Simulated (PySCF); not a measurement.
Electron correlation in Dy (dysprosium, neutral)

[Xe] 4f10 6s1 6p1, one real determinant (an excited configuration). Computed with PySCF 2.14 in ANO-RCC-VTZP (8s7p5d3f2g1h, 104 functions), with the spin-free X2C one-electron Hamiltonian (Gaussian nucleus). Frozen: [Kr] 4d10; 20 electrons correlated.

MP2 pair energies summed by pair of shells (mhartree):

```csv
pair,energy,share (%)
4f-4f,-371.69,41.8
4f-5p,-256.11,28.8
5p-5p,-127.67,14.4
4f-5s,-57.33,6.5
5s-5p,-34.75,3.9
5p-6s,-12.05,1.4
5p-6p,-7.80,0.9
4f-6s,-7.06,0.8
5s-5s,-6.44,0.7
4f-6p,-5.07,0.6
6s-6p,-1.10,0.1
5s-6s,-0.76,0.1
5s-6p,-0.52,0.1
```

Total MP2 correlation energy: -888.35 mhartree.

Same-spin part -354.47 and opposite-spin part -533.88 mhartree; SCS-MP2 scales them by 1/3 and 6/5 to -758.82 mhartree.

The basis was made for the ground configuration and has no added diffuse functions, which can raise the energy of the promoted electron.

The reference is one real determinant that mixes LS terms of this configuration.
